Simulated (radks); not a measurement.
Spherical quantum dot in the effective-mass picture: electrons in a hard-walled sphere of radius 2.46, all in effective atomic units (hartree* = m*/eps^2 hartree, bohr* = eps/m* bohr), one dielectric constant everywhere. Method: non-relativistic Kohn-Sham, r2SCAN, spin-polarised, spherical densities, generalised Kohn-Sham scheme; computed with a radial shooting solver with Libxc functionals. Levels are named by radial order and angular momentum (1s, 1p, 1d, 2s, ...), and open shells are averaged over m.

N = 3, configuration 1s2 1p(up 1, down 0). This is the lowest configuration that the search found. Occupied and some empty levels:

level,occupation,eigenvalue (hartree*),<r> (bohr*)
1s up,1,2.2403,1.317
1s down,1,2.3403,1.302
1p up,1,3.0146,1.497
1p down,0,3.1169,1.494
1d up,0,4.0845,1.615
1d down,0,4.1682,1.614
2s down,0,4.8544,1.193
2s up,0,4.8693,1.192
1f up,0,5.4115,1.700
1f down,0,5.4692,1.699

Energy (hartree*): total 5.07325, kinetic 3.3493, external 0, Hartree 2.9324, exchange-correlation -1.2085.

Electron density:

r (bohr*),n(r) (e/bohr*^3)
0.119,0.1437
0.242,0.1447
0.365,0.1462
0.488,0.1476
0.611,0.1486
0.734,0.1484
0.858,0.1464
0.981,0.1419
1.10,0.1347
1.23,0.1244
1.35,0.1111
1.47,0.09530
1.60,0.07788
1.72,0.05997
1.84,0.04280
1.97,0.02758
2.09,0.01529
2.21,0.006575
2.33,0.001580
2.46,2.698e-06
